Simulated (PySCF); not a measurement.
## Radial density of Er⁵⁴⁺ (erbium, charge +54)

M06-2X, [Ne] 3s2 3p2, high-spin 3P determinant. Calculation: PySCF 2.14, in an uncontracted even-tempered set (17 s from 13 bohr⁻², ratio 2.5; 12 p from 17 bohr⁻², ratio 2.5; 4 d from 67 bohr⁻², ratio 2.7; 4 f from 100 bohr⁻², ratio 2.7); scalar relativity by spin-free X2C-1e.

```csv
r (bohr),4πr²ρ (e/bohr),4πr²(ρα − ρβ)
0.0149,91.36,0.8356
0.0251,76.14,2.6946
0.0422,91.52,4.8025
0.0710,101.8,1.6289
0.119,39.01,3.0993
0.201,26.68,12.2563
0.338,3.799,1.8644
0.568,0.01926,0.0075
```

Densities and radii are taken from the X2C orbitals without a picture-change correction, which distorts them close to the nucleus.

Spin-orbit coupling is strong in this species (close to jj coupling), so the high-spin LS determinant is a model state, not a physical level.
